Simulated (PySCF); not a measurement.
B(H)2(vinyl) (C2H5B), SMILES C=CB. Atoms are numbered in the order given.

```xyz
8

B     -0.2060    -1.3471     0.0000
H     -1.3991    -1.3933     0.0000
H      0.4169    -2.3638     0.0000
C      0.4841     0.0240     0.0000
C     -0.2293     1.1597     0.0000
H      1.5681     0.1114     0.0000
H      0.2286     2.1440     0.0000
H     -1.3138     1.1344     0.0000
```

The structure is a stationary point at B3LYP-D3(BJ)/def2-TZVP.

Computed with PySCF with PBE0/pcSseg-2.

GIAO shieldings, no solvent; atoms listed in one row are averaged. δ = σ(ref) − σ: ¹¹B against BF3 (σ = 88.8 ppm); ¹H against TMS (σ = 31.54 ppm); ¹³C against TMS (σ = 186.1 ppm), references at their B3LYP-D3(BJ)/def2-TZVP geometries, non-relativistic.

Task: Estimate the chemical shifts. (An estimate is asked for; the answer gives what the named calculation found.)

Result: 
| nucleus | atoms | count | δ (ppm) |
|---|---|---|---|
| ¹¹B | B1 | 1 | 65.8 |
| ¹H | H6 | 1 | 7.66 |
| ¹H | H7 | 1 | 7.32 |
| ¹H | H3 | 1 | 7.02 |
| ¹H | H8 | 1 | 6.98 |
| ¹H | H2 | 1 | 6.90 |
| ¹³C | C5 | 1 | 170.2 |
| ¹³C | C4 | 1 | 156.1 |
